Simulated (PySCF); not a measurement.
H$_{4}$Si$_{2}$, triplet, geometry from GFN2-xTB (the spin is typed, not shown lowest); M062X/3-21G (PySCF).

Here is a job for PySCF.
```python
from pyscf import gto, scf, dft

mol = gto.Mole()
mol.atom = '''
    Si    0.01921758    1.02177692    0.66747900
    H    -0.43006669    2.36503207    0.26011259
    Si    0.00702078   -0.89416620   -0.51957417
    H     0.81894889   -0.88144975   -1.74910277
    H    -1.32097621   -1.35750819   -0.95874128
    H     0.56475699   -1.91262422    0.37706385
'''
mol.basis = '3-21g'
mol.spin = 2
mol.verbose = 4
mol.build()

mf = dft.UKS(mol)
mf.xc = 'm062x'
mf.conv_tol = 1e-7
mf.kernel()
```

Output, abridged:

```
PySCF version 2.14.0

[INPUT] verbose = 4
[INPUT] num. atoms = 6
[INPUT] num. electrons = 32
[INPUT] charge = 0
[INPUT] spin (= nelec alpha-beta = 2S) = 2
[INPUT] symmetry False subgroup None
[INPUT] Mole.unit = angstrom
[INPUT] Symbol           X                Y                Z      unit          X                Y                Z       unit  Magmom
[INPUT]  1 Si     0.019217580000   1.021776920000   0.667479000000 AA    0.036315962977   1.930878539202   1.261352503899 Bohr   0.0
[INPUT]  2 H     -0.430066690000   2.365032070000   0.260112590000 AA   -0.812708259398   4.469262888113   0.491541556651 Bohr   0.0
[INPUT]  3 Si     0.007020780000  -0.894166200000  -0.519574170000 AA    0.013267351381  -1.689729227843  -0.981852882698 Bohr   0.0
[INPUT]  4 H      0.818948890000  -0.881449750000  -1.749102770000 AA    1.547589112117  -1.665698620066  -3.305325199018 Bohr   0.0
[INPUT]  5 H     -1.320976210000  -1.357508190000  -0.958741280000 AA   -2.496283253966  -2.565318690954  -1.811758443515 Bohr   0.0
[INPUT]  6 H      0.564756990000  -1.912624220000   0.377063850000 AA    1.067236038034  -3.614335955010   0.712547407974 Bohr   0.0

nuclear repulsion = 76.5306004509423
number of shells = 22
number of NR pGTOs = 66
number of NR cGTOs = 34
basis = 3-21g
ecp = {}

******** <class 'pyscf.dft.uks.UKS'> ********
method = UKS
initial guess = minao
damping factor = 0
level_shift factor = 0
DIIS = <class 'pyscf.scf.diis.CDIIS'>
diis_start_cycle = 1
diis_space = 8
diis_damp = 0
SCF conv_tol = 1e-07
SCF conv_tol_grad = None
SCF max_cycles = 50
direct_scf = True
direct_scf_tol = 1e-13
number electrons alpha = 17  beta = 15
XC library pyscf.dft.libxc version 7.1.2
    S. Lehtola, C. Steigemann, M. J. T. Oliveira, and M. A. L. Marques,  SoftwareX 7, 1–5 (2018)
XC functionals = m062x
    Y. Zhao and D. G. Truhlar,  Theor. Chem. Acc. 120, 215 (2008)
    Y. Zhao and D. G. Truhlar,  Theor. Chem. Acc. 120, 215 (2008)
radial grids:
    Treutler-Ahlrichs [JCP 102, 346 (1995); DOI:10.1063/1.469408] (M4) radial grids

becke partition: Becke, JCP 88, 2547 (1988); DOI:10.1063/1.454033
pruning grids: <function nwchem_prune>
grids dens level: 3
symmetrized grids: False
atomic radii adjust function: <function treutler_atomic_radii_adjust>
small_rho_cutoff = 0
Set gradient conv threshold to 0.000316228
tot grids = 77592
init E= -577.629198628521

cycle= 1 E= -578.108662260213  delta_E= -0.479  |g|= 0.0842  |ddm|=  1.5
cycle= 2 E= -578.119761317278  delta_E= -0.0111  |g|= 0.0331  |ddm|= 0.259
cycle= 3 E= -578.121264047366  delta_E= -0.0015  |g|= 0.012  |ddm|= 0.0764
cycle= 4 E= -578.121585321546  delta_E= -0.000321  |g|= 0.00271  |ddm|= 0.0456
cycle= 5 E= -578.121603758777  delta_E= -1.84e-05  |g|= 0.000855  |ddm|= 0.0114
cycle= 6 E= -578.121605662581  delta_E= -1.9e-06  |g|= 0.00028  |ddm|= 0.00368
cycle= 7 E= -578.121605802833  delta_E= -1.4e-07  |g|= 7.86e-05  |ddm|= 0.001
cycle= 8 E= -578.121605813661  delta_E= -1.08e-08  |g|= 1.86e-05  |ddm|= 0.000248
Extra cycle  E= -578.121605814339  delta_E= -6.78e-10  |g|= 8.46e-06  |ddm|= 5.54e-05
converged SCF energy = -578.121605814339  <S^2> = 2.0041714  2S+1 = 3.0027796
```
